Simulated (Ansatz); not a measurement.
One change: `Cl[Si](Cl)(Cl)[SeH]` becomes `[SiH3]O[Si](Cl)(Cl)Cl`.

Ansatz, PBE0-D4/def2-TZVP geometries, multiplicity 1. Each molecule was computed in one conformer, which needn't be the lowest.

Scalar relativity is left out up to krypton.

| property | `Cl[Si](Cl)(Cl)[SeH]` |
| --- | --- |
| HOMO energy (B3LYP/def2-TZVPP) / eV | -7.45 |
| size of the dipole moment (ωB97M-V/def2-TZVPP) / D | 0.99 |
| HOMO energy (PBE/def2-TZVPP) / eV | -6.52 |
| HOMO–LUMO gap (B3LYP/def2-TZVPP) / eV | 6.32 |
| LUMO energy (PBE/def2-TZVPP) / eV | -1.80 |
| HOMO–LUMO gap (PBE/def2-TZVPP) / eV | 4.71 |

Question: What does the change do to each property? (Best estimate.)

Answer: Ansatz gave: 
```
                                          property  `[SiH3]O[Si](Cl)(Cl)Cl`  shift
               HOMO energy (B3LYP/def2-TZVPP) / eV                    -9.00  -1.55
size of the dipole moment (ωB97M-V/def2-TZVPP) / D                     1.43   0.44
                 HOMO energy (PBE/def2-TZVPP) / eV                    -7.86  -1.34
             HOMO–LUMO gap (B3LYP/def2-TZVPP) / eV                     8.47   2.15
                 LUMO energy (PBE/def2-TZVPP) / eV                    -1.24   0.56
               HOMO–LUMO gap (PBE/def2-TZVPP) / eV                     6.62   1.91
```

With PBE0 the HOMO falls by 1.59 eV and the LUMO rises by 0.59 eV, so the gap widens by about 2.18 eV. PBE moves the HOMO by -1.34 eV and ωB97M-V by -1.67 eV. Dipoles are sizes alone; their direction can turn.

B3LYP here is the variant with VWN-RPA as its local correlation; programs differ in this.

Spin–orbit coupling is left out; it splits and shifts lone-pair levels of the heavy atoms by tenths of an eV.
